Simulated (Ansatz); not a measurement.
`N=[C]1[CH2][AlH]1`. Total charge 0; spin multiplicity 1.

```xyz
8

N     0.7498    0.6004   -1.6748
C     0.0392    0.1251   -0.7492
C     0.3524   -0.3822    0.6505
Al   -1.4711    0.2362    0.4152
H     1.7510    0.4909   -1.4655
H     1.2896   -0.1077    1.1377
H     0.2010   -1.4739    0.6831
H    -2.9119    0.5111    1.0030
```

(1) List the harmonic frequencies (cm⁻¹, unscaled) at PBE0-D4/def2-TZVP in Ansatz. (An estimate is asked.)

(2) Is this a minimum?

(3) Give the ideal-gas thermochemistry at 298.15 K and 1 bar (rigid rotor, harmonic oscillator; point group C1, symmetry number 1).

(4) And at 400, 500, 600, 800 and 1000 K?

## Answers

(1) The calculation gave: 220, 316, 387, 421, 496, 581, 632, 798, 915, 953, 1024, 1232, 1371, 1722, 1942, 2995, 3120, 3337.

(2) Yes, all 18 modes are real.

(3) Zero-point energy 134.4 kJ/mol; H(298) − E = 150.4 kJ/mol; entropy 295.5 J/(mol·K), of which translation 161.7, rotation 103.2, vibration 30.7; G(298) − E = 62.2 kJ/mol.

(4) 
| T (K) | H − E (kJ/mol) | S (J/mol/K) | G − E (kJ/mol) |
| --- | --- | --- | --- |
| 400 | 159.7 | 322.3 | 30.7 |
| 500 | 170.2 | 345.9 | -2.7 |
| 600 | 181.9 | 367.1 | -38.4 |
| 800 | 207.7 | 404.1 | -115.6 |
| 1000 | 235.9 | 435.5 | -199.6 |
